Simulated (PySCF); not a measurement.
TaO2Cl, SMILES [O]=[Ta](=[O])[Cl], multiplicity 1. Atoms are numbered in the order given.

```xyz
4

Ta     0.2702     0.1854     0.0000
O      0.9235    -0.6587     1.3812
O      0.9235    -0.6587    -1.3812
Cl    -2.0294    -0.1761     0.0000
```
Charge 0, spin multiplicity 1.

Coordinates come from a PBE-D3(BJ)/def2-SVP optimisation. The spin state was assumed, not searched. The def2 effective core potentials stand for the cores of Ta; spin–orbit coupling is left out.

Level of theory: PBE-D3(BJ)/def2-SVP in PySCF 2.14.0.

Frequencies are harmonic and unscaled.

```json
[
 {"mode": "1", "ν (cm⁻¹)": "170", "IR (km/mol)": "22.8", "moving atoms (share of kinetic energy)": "O 68 %, Cl 17 %, Ta 15 %"},
 {"mode": "2", "ν (cm⁻¹)": "177", "IR (km/mol)": "0.5", "moving atoms (share of kinetic energy)": "O 69 %, Cl 24 %"},
 {"mode": "3", "ν (cm⁻¹)": "329", "IR (km/mol)": "5.4", "moving atoms (share of kinetic energy)": "O 83 %, Cl 12 %"},
 {"mode": "4", "ν (cm⁻¹)": "388", "IR (km/mol)": "40.9", "moving atoms (share of kinetic energy)": "Cl 70 %, Ta 20 %, O 10 %"},
 {"mode": "5", "ν (cm⁻¹)": "911", "IR (km/mol)": "140.0", "moving atoms (share of kinetic energy)": "O 90 %, Ta 10 %"},
 {"mode": "6", "ν (cm⁻¹)": "959", "IR (km/mol)": "55.8", "moving atoms (share of kinetic energy)": "O 93 %"}
]
```
